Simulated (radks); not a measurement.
Spherical quantum dot in the effective-mass picture: electrons in a parabolic well V = omega^2 r^2 / 2 with omega = 0.0578, with a point charge +1 (a donor) at the centre, all in effective atomic units (hartree* = m*/eps^2 hartree, bohr* = eps/m* bohr), one dielectric constant everywhere. Calculated with a radial shooting solver with Libxc functionals: non-relativistic Kohn-Sham, PBEsol, spin-polarised, spherical densities. Levels are named by radial order and angular momentum (1s, 1p, 1d, 2s, ...), and open shells are averaged over m. Results are scaled to m* = 0.071 and eps = 4, for which hartree* = 120.8 meV and bohr* = 2.981 nm.

N = 12, configuration 1s2 1p6 1d(up 2, down 0) 2s2. This is the lowest configuration that the search found (a dilute case). Occupied levels:

level,occupation,eigenvalue (meV),<r> (nm)
1s up,1,121.96,17.19
1s down,1,122.06,14.22
2s up,1,124.26,24.49
1p up,3,124.33,34.15
2s down,1,124.71,26.80
1p down,3,124.95,33.56
1d up,2,126.41,36.03

Energy (meV): total 742.547, kinetic 98.159, external 3.4593, Hartree 798.20, exchange-correlation -157.27.
